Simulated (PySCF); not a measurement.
Cl3Cr, neutral, multiplicity 4. Atoms are numbered in the order given.

```xyz
4

Cr     0.0000     0.0000     0.0000
Cl     2.1401     0.0000     0.0000
Cl    -1.0701    -1.8534     0.0000
Cl    -1.0701     1.8534     0.0000
```
Charge 0, spin multiplicity 4.

Coordinates come from a B3LYP-D3(BJ)/def2-SVP optimisation. A frequency run showed that this geometry is not a minimum. The spin state was assumed, not searched.

These are PySCF with B3LYP/def2-TZVPD values and carry that method's errors.

Mulliken values depend strongly on the basis, most of all with diffuse functions as here. ESP charges are fitted to the potential on shells at 1.4 to 2.0 van der Waals radii. Atomic charges (e):

| atom | Mulliken | ESP fit | meta-Löwdin | Mulliken spin |
|---|---|---|---|---|
| Cr1 | 0.83 | … | 1.13 | 3.29 |
| Cl2 | -0.28 | … | -0.38 | -0.10 |
| Cl3 | -0.28 | … | -0.38 | -0.10 |
| Cl4 | -0.28 | … | -0.38 | -0.10 |

Task: Some entries are withheld; supply them. (The exact figures need the calculation; the answer reports its results.)

Result: 
- Cr1, ESP fit: 0.40
- Cl2, ESP fit: -0.13
- Cl3, ESP fit: -0.13
- Cl4, ESP fit: -0.13
